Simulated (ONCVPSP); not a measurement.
**Fe (Z = 26), ONCV: configuration errors across variants**

ONCVPSP 4.0.1 input, shortened (lines: element, Z, core and valence counts, functional; n l f; lmax; l rc ep ncon nbas qcut; lloc lpopt rc5 dvloc0; l nproj debl; icmod fcfact rcfact), PBE, scalar-relativistic:

```
  Fe 26.00    3    4        4      upf
    1    0    2.00
    2    0    2.00
    2    1    6.00
    3    0    2.00
    3    1    6.00
    3    2    6.00
    4    0    1.75
    3
    0    1.60    0.00    4    8    7.30
    1    0.85    0.00    4    8   10.30
    2    1.40    0.00    5   10   12.40
    3    1.25    0.29    4    8    8.10
    4    5    0.65    0.00
    0    3    4.00
    1    2    2.30
    2    2    4.00
    3    1    2.90
    3    3.25    1.25
```

All-electron excitation energies from the reference (eV): (1) 3s2 3p6 3d6 4s2 -1.530; (2) 3s2 3p6 3d6 4s1 7.200; (3) 3s2 3p6 3d6 4s0 23.403; (4) 3s2 3p6 3d5 4s2 12.677.

Errors AE − PS in meV (a dash: test not solved or not reliable):

```json
{"change": "base", "(1)": "+0.2", "(2)": "-0.4", "(3)": "-0.8", "(4)": "+20", "bound ghosts": "none", "GHOST(+) flags above zero": "s, f"}
{"change": "d: rc 1.06", "(1)": "+0.2", "(2)": "-0.5", "(3)": "-1.2", "(4)": "+9.8", "bound ghosts": "none", "GHOST(+) flags above zero": "s, f"}
{"change": "d: rc 1.18", "(1)": "+0.2", "(2)": "-0.5", "(3)": "-1.1", "(4)": "+12", "bound ghosts": "none", "GHOST(+) flags above zero": "s, f"}
{"change": "d: rc 1.64", "(1)": "+0.2", "(2)": "-0.3", "(3)": "+0.1", "(4)": "+37", "bound ghosts": "none", "GHOST(+) flags above zero": "s, f"}
{"change": "d: rc 1.74", "(1)": "+0.2", "(2)": "-0.2", "(3)": "+0.6", "(4)": "+47", "bound ghosts": "none", "GHOST(+) flags above zero": "s, f"}
{"change": "d: rc 1.98", "(1)": "+0.2", "(2)": "0.0", "(3)": "+0.9", "(4)": "+72", "bound ghosts": "none", "GHOST(+) flags above zero": "s, f"}
```

**Question.** Give the same row for: d: rc 1.36.

**Answer.** +0.2, -0.4, -0.9, +19; bound ghosts: none; GHOST(+) flags above zero: s, f.
